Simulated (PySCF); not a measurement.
C2H8ClNOSi.

```xyz
14

Si     0.5727    -0.1888    -0.4572
O      1.7888     0.9377    -0.4309
Cl     0.7612    -1.5680     1.0975
N     -0.9505     0.5918    -0.2572
C     -1.1967     1.8730    -0.8980
C     -2.1429    -0.0378     0.2772
H      0.8045    -0.9354    -1.7125
H      1.8240     1.5106     0.3457
H     -1.8900     1.7856    -1.7583
H     -1.6478     2.5897    -0.1852
H     -0.2556     2.3102    -1.2617
H     -1.8925    -0.9835     0.7761
H     -2.6303     0.6171     1.0242
H     -2.8911    -0.2497    -0.5124
```
Charge 0, spin multiplicity 1.

Coordinates come from a B3LYP-D3(BJ)/def2-SVP optimisation. Other conformers were not sampled.

The numbers are results of B3LYP/pcSseg-1 (PySCF), not measurements. Non-relativistic, no solvent.

Computed absolute GIAO shielding of each atom: isotropic value and principal components (ppm):
```tsv
atom	σ(iso)	σ11	σ22	σ33	span
Si1	363.6	334.1	361.0	395.8	61.7
O2	264.5	245.5	252.0	296.0	50.5
Cl3	872.1	772.5	812.0	1031.9	259.4
N4	217.1	193.4	199.7	258.1	64.8
C5	141.6	115.3	129.8	179.6	64.3
C6	140.9	117.6	126.5	178.6	61.0
H7	26.3	22.8	23.9	32.4	9.7
H8	29.8	23.3	25.0	41.2	17.8
H9	29.0	24.5	26.4	36.1	11.6
H10	29.1	24.7	26.6	35.9	11.2
H11	28.2	22.8	28.3	33.5	10.8
H12	28.2	22.2	30.0	32.3	10.1
H13	29.1	25.0	26.5	35.8	10.8
H14	29.1	24.8	26.5	36.1	11.3
```
